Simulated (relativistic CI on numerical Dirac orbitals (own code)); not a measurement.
**One change at a time: Nd²⁵⁺**

Base calculation: Dirac-Coulomb-Breit CI, orbitals from a KLI potential per configuration, model QED (radiative potential, 1s self-energy scaled to tabulated hydrogen-like ionisation energies), unscaled Slater integrals.

Configurations in the expansion (outside the closed core [Ar] 3d10): 4s²4p⁵, 4s4p⁶, 4s²4p⁴4d, 4s4p⁵4d, 4s²4p⁴4f, 4s4p⁵4f, 4p⁶4d, 4s4p⁴4d², 4s²4p³4d4f, 4p⁶4f, 4s²4p⁴5s, 4p⁵4d², 4p⁴4d³, 4p⁴4d²4f, 4p⁴4d²5s. Double excitations out of closed p, d and f shells are left out; levels of such configurations are missing from the list, as are those of other unlisted configurations, and high levels can miss mixing partners.

Variants: (1) QED terms removed; (2) non-relativistic limit. Shifts of the energy above 4s²4p⁵ ²P°3/2, in cm⁻¹, for the lowest level and the first level of each name with at least 55 % of one term (blank where a level changes its place among those of its configuration and J or its character, or is not in the variant):

```
         Level     Base   Δ(1)     Δ(2)
 4s²4p⁵ ²P°3/2        0      0        0
 4s²4p⁵ ²P°1/2   233354   -343  -233354
   4s4p⁶ ²S1/2   722045  +2765  -254422
4s²4p⁴4d ⁴F9/2   862576   +415   -78400
4s²4p⁴4d ⁴D1/2  1003506   +211         
4s²4p⁴4d ²G7/2  1067141   +201         
4s²4p⁴4d ²G9/2  1111136    +75  -289737
4s²4p⁴4d ²S1/2  1183066   +683  -237970
4s4p⁵4d ⁴P°1/2  1588329  +4192  -300369
4s4p⁵4d ⁴P°3/2  1605468  +4137  -317507
4s4p⁵4d ⁴F°7/2  1617652  +3914  -319244
4s4p⁵4d ⁴F°9/2  1632904  +3826  -334495
4s4p⁵4d ⁴D°7/2  1702772  +3933  -355772
4s4p⁵4d ²F°7/2  1762174  +3977  -369897
```

At this charge energies of transitions that change n are usually good to better than 1 %, and those within a shell (Δn = 0) to a few per cent.

Ionisation energy from the two ground configurations alone: base 896.638 eV. The NIST ASD value (theoretical) is 896 eV.

LS names give the leading component of a level, which can be under half, so a name can repeat, a term be missing and a line seem to break the LS rules.
